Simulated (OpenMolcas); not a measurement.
Mo3+ (d3) among equal point charges was computed by CASSCF with the d shell active (OpenMolcas, ANO-RCC-VDZP on the metal). Its lowest spin-free states, and all those of the highest spin:

```
2S+1  Degeneracy  E (cm-1)
   4           3       0.0
   4           3      3849
   4           1      8081
   2           2      9938
   2           3     12904
   2           3     13607
   4           3     14108
   2           1     14992
   2           3     16819
   2           3     18606
   2           3     19150
   2           2     19277
```

Question: Is the site octahedral, tetrahedral or cube-like, axial, or of lower symmetry?

Answer: The states with 2S+1 = 4 have orbital degeneracies 3, 3, 1, 3. Threefold states need a cubic site. For d3 at this spin an octahedron puts the single A2 below the threefold T2 and a tetrahedron or cube puts the threefold T1 below the threefold T2, so the site is a tetrahedron or a cube, which this pattern cannot tell apart. The run had Mo3+ among 4 point charges of -2 e arranged as a tetrahedron (Td), 1.94 Å from the ion.

An orbital triplet at a regular site is open to Jahn-Teller coupling, which can distort the site and quench the lowest spin-orbit gaps and is left out. Without dynamic correlation the repulsion within the d shell is too large (B by tens of per cent), so at a given field states of lower spin stand too high. Point charges give a weaker field than real ligands, and real ions of this kind are as a rule low spin; the high spin found here belongs to the model. This is an electrostatic model: the charges have no orbitals. No measured value stands beside these numbers.
